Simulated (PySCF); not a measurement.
CH8FNOSi2, SMILES C[SiH2]O[Si@@H](N)F. Atoms are numbered in the order given.

```xyz
14

C     -2.1586     0.5498    -0.5121
Si    -1.4933    -0.9478     0.4043
O      0.1120    -0.6905     0.8841
Si     1.3390     0.1678     0.1767
N      1.3507    -0.1792    -1.5166
F      1.0676     1.7799     0.2680
H     -2.0494     1.4635     0.1060
H     -3.2299     0.4216    -0.7693
H     -1.5815     0.6983    -1.4469
H     -1.5441    -2.1729    -0.4717
H     -2.2742    -1.2224     1.6579
H      2.5683    -0.0969     0.9800
H      1.8530     0.4407    -2.1567
H      1.4106    -1.1513    -1.8294
```

Geometry optimised at PBE-D3(BJ)/def2-SVP. The structure was generated by enumeration; whether it is a known compound was not checked. The values are those of a single conformer.

Vertical ionisation energy (IE) and electron affinity (EA) in eV. Rows of orbital energies are one-electron estimates. Where ΔSCF, EOM or ADC give a negative EA the extra electron is unbound and the value depends on the basis.

```
level                                           IE     EA
--------------------------------------------  ----  -----
−ε(HOMO), −ε(LUMO), r2SCAN/def2-TZVP (PySCF)  6.88  -0.12
−ε(HOMO), −ε(LUMO), PBE/def2-TZVP (PySCF)      ___    ___
```

Q: Complete the blanks. (The exact figures need the calculation; the answer reports its results.)

A: 
- −ε(HOMO), −ε(LUMO), PBE/def2-TZVP (PySCF), IE: 6.55
- −ε(HOMO), −ε(LUMO), PBE/def2-TZVP (PySCF), EA: 0.37
